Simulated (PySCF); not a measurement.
PySCF input (CCSD(T)/cc-pVDZ):

```python
from pyscf import gto, scf, mp, cc as ccmod

mol = gto.M(
    atom='''
    F    -1.12166388   -0.97894471    0.01107268
    C    -0.37832909    0.02860251    0.00230053
    F    -0.96179234    1.13645859    0.00159634
    Cl    1.23653415   -0.09348471   -0.00751908
    ''',
    basis='cc-pvdz',
    charge=1,
    spin=0,
    verbose=4,
)

mf = scf.RHF(mol)
mf.conv_tol = 1e-10
mf.max_cycle = 100
mf.kernel()
mp2 = mp.MP2(mf, frozen=8).run()
cc = ccmod.CCSD(mf, frozen=8)
cc.max_cycle = 100
cc.kernel()
et = cc.ccsd_t()
print(f'E(CCSD(T)) = {cc.e_tot + et:.9f}')
```

Output:

```
PySCF version 2.14.0

[INPUT] verbose = 4
[INPUT] num. atoms = 4
[INPUT] num. electrons = 40
[INPUT] charge = 1
[INPUT] spin (= nelec alpha-beta = 2S) = 0
[INPUT] symmetry False subgroup None
[INPUT] Mole.unit = angstrom
[INPUT] Symbol           X                Y                Z      unit          X                Y                Z       unit  Magmom
[INPUT]  1 F     -1.121663880000  -0.978944710000   0.011072680000 AA   -2.119637537017  -1.849937392992   0.020924332665 Bohr   0.0
[INPUT]  2 C     -0.378329090000   0.028602510000   0.002300530000 AA   -0.714938365056   0.054050910375   0.004347371641 Bohr   0.0
[INPUT]  3 F     -0.961792340000   1.136458590000   0.001596340000 AA   -1.817524111305   2.147595487009   0.003016645402 Bohr   0.0
[INPUT]  4 Cl     1.236534150000  -0.093484710000  -0.007519080000 AA    2.336710887172  -0.176660498734  -0.014209001909 Bohr   0.0

nuclear repulsion = 163.459552347783
number of shells = 20
number of NR pGTOs = 119
number of NR cGTOs = 60
basis = cc-pvdz
ecp = {}

******** <class 'pyscf.scf.hf.RHF'> ********
method = RHF
initial guess = minao
damping factor = 0
level_shift factor = 0
DIIS = <class 'pyscf.scf.diis.CDIIS'>
diis_start_cycle = 1
diis_space = 8
diis_damp = 0
SCF conv_tol = 1e-10
SCF conv_tol_grad = None
SCF max_cycles = 100
direct_scf = True
direct_scf_tol = 1e-13
Set gradient conv threshold to 1e-05
Initial guess from minao.
init E= -697.219562479789
  HOMO = -0.452637874530919  LUMO = 0.0444894443469854  gap/eV = 13.52752
cycle= 1 E= -695.654175899027  delta_E= 1.57  |g|=    1  |ddm|= 1.92
  HOMO = -0.829295571549771  LUMO = -0.40109405948638  gap/eV = 11.65196
cycle= 2 E= -695.801924733307  delta_E= -0.148  |g|= 0.657  |ddm|= 1.11
  HOMO = -0.80784614447363  LUMO = -0.236515002621568  gap/eV = 15.54671
cycle= 3 E= -695.885905994381  delta_E= -0.084  |g|= 0.0691  |ddm|= 0.407
  HOMO = -0.791479056622553  LUMO = -0.217111030388395  gap/eV = 15.62935
cycle= 4 E= -695.887060812785  delta_E= -0.00115  |g|= 0.0197  |ddm|= 0.062
  HOMO = -0.791703570912899  LUMO = -0.217473205187377  gap/eV = 15.62560
cycle= 5 E= -695.887232192383  delta_E= -0.000171  |g|= 0.00604  |ddm|= 0.0285
  HOMO = -0.793395969214899  LUMO = -0.217332657849299  gap/eV = 15.67548
cycle= 6 E= -695.887249745761  delta_E= -1.76e-05  |g|= 0.00208  |ddm|= 0.00741
  HOMO = -0.792956985071911  LUMO = -0.217375516098684  gap/eV = 15.66237
cycle= 7 E= -695.887252725586  delta_E= -2.98e-06  |g|= 0.000529  |ddm|= 0.0038
  HOMO = -0.792945682357765  LUMO = -0.217289928875082  gap/eV = 15.66439
cycle= 8 E= -695.887253020514  delta_E= -2.95e-07  |g|= 0.000141  |ddm|= 0.00132
  HOMO = -0.792916414372302  LUMO = -0.217279963777565  gap/eV = 15.66387
cycle= 9 E= -695.88725304141  delta_E= -2.09e-08  |g|= 4.44e-05  |ddm|= 0.000347
  HOMO = -0.79291512580323  LUMO = -0.217283999688306  gap/eV = 15.66372
cycle= 10 E= -695.887253043452  delta_E= -2.04e-09  |g|= 1.2e-05  |ddm|= 0.000113
  HOMO = -0.792914470513294  LUMO = -0.217283735860506  gap/eV = 15.66371
cycle= 11 E= -695.887253043569  delta_E= -1.18e-10  |g|= 2.49e-06  |ddm|= 2.69e-05
  HOMO = -0.792914343986941  LUMO = -0.217283764746136  gap/eV = 15.66371
cycle= 12 E= -695.887253043574  delta_E= -5e-12  |g|= 7.67e-07  |ddm|= 4.86e-06
  HOMO = -0.792914370128879  LUMO = -0.217283634314554  gap/eV = 15.66371
Extra cycle  E= -695.887253043575  delta_E= -2.27e-13  |g|= 3.63e-07  |ddm|= 8.08e-07
converged SCF energy = -695.887253043575

******** <class 'pyscf.mp.mp2.RMP2'> ********
nocc = 12, nmo = 52
frozen orbitals 8
E(RMP2) = -696.517254900935  E_corr = -0.630001857359837
E(SCS-RMP2) = -696.491036760035  E_corr = -0.603783716459919
E_corr(same-spin) = -0.175636745044482
E_corr(oppo-spin) = -0.454365112315354

******** <class 'pyscf.cc.ccsd.CCSD'> ********
CC2 = 0
CCSD nocc = 12, nmo = 52
frozen orbitals 8
max_cycle = 100
direct = 0
conv_tol = 1e-07
conv_tol_normt = 1e-05
diis_space = 6
diis_start_cycle = 0
diis_start_energy_diff = 1e+09
Init t2, MP2 energy = -696.517254911576  E_corr(MP2) -0.63000186800161
Init E_corr(CCSD) = -0.630001868001653
cycle = 1  E_corr(CCSD) = -0.62452382976202  dE = 0.00547803824  norm(t1,t2) = 0.0762383
cycle = 2  E_corr(CCSD) = -0.642908486693853  dE = -0.0183846569  norm(t1,t2) = 0.0249186
cycle = 3  E_corr(CCSD) = -0.641850888102036  dE = 0.00105759859  norm(t1,t2) = 0.0149012
cycle = 4  E_corr(CCSD) = -0.644391123031694  dE = -0.00254023493  norm(t1,t2) = 0.00597908
cycle = 5  E_corr(CCSD) = -0.644318741038024  dE = 7.23819937e-05  norm(t1,t2) = 0.00104634
cycle = 6  E_corr(CCSD) = -0.644210471664525  dE = 0.000108269373  norm(t1,t2) = 0.000525715
cycle = 7  E_corr(CCSD) = -0.644200606667866  dE = 9.86499666e-06  norm(t1,t2) = 0.000128187
cycle = 8  E_corr(CCSD) = -0.644207616733115  dE = -7.01006525e-06  norm(t1,t2) = 6.92481e-05
cycle = 9  E_corr(CCSD) = -0.64420902050118  dE = -1.40376807e-06  norm(t1,t2) = 2.74876e-05
cycle = 10  E_corr(CCSD) = -0.644207957013518  dE = 1.06348766e-06  norm(t1,t2) = 8.18723e-06
cycle = 11  E_corr(CCSD) = -0.644208268016125  dE = -3.11002607e-07  norm(t1,t2) = 2.06773e-06
cycle = 12  E_corr(CCSD) = -0.644208028359849  dE = 2.39656276e-07  norm(t1,t2) = 7.07103e-07
cycle = 13  E_corr(CCSD) = -0.644208013524202  dE = 1.48356469e-08  norm(t1,t2) = 2.53812e-07
CCSD converged
E(CCSD) = -696.5314610570989  E_corr = -0.6442080135242019
CCSD(T) correction = -0.0180676478585499
E(CCSD(T)) = -696.549528705
```
